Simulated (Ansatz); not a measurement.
BrH₃OSn (`[OH][SnH2][Br]`). Charge 0, multiplicity 1. Sn takes the def2 core potential.

```xyz
6

O     1.1906   -0.7831    0.6256
Sn   -0.0725    0.3047   -0.3926
Br   -2.3386   -0.5973    0.0551
H     0.9587   -0.8726    1.5532
H    -0.0700    1.9099    0.1741
H     0.3319    0.0383   -2.0155
```

**Question.** What are the harmonic wavenumbers in cm⁻¹ at PBE0-D4/def2-TZVP (Ansatz, finite differences of forces, unscaled)? (Best estimate.)

**Answer.** Ansatz gave: 113, 178, 259, 419, 506, 619, 648, 677, 864, 1961, 2002, 3892.

**Question.** Is this a minimum?

**Answer.** Yes, all 12 modes are real.

**Question.** Give the ideal-gas thermochemistry at 298.15 K and 1 bar (rigid rotor, harmonic oscillator; point group C1, symmetry number 1).

**Answer.** Zero-point energy 72.6 kJ/mol; H(298) − E = 89.8 kJ/mol; entropy 332.5 J/(mol·K), of which translation 176.0, rotation 114.4, vibration 42.1; G(298) − E = -9.4 kJ/mol.
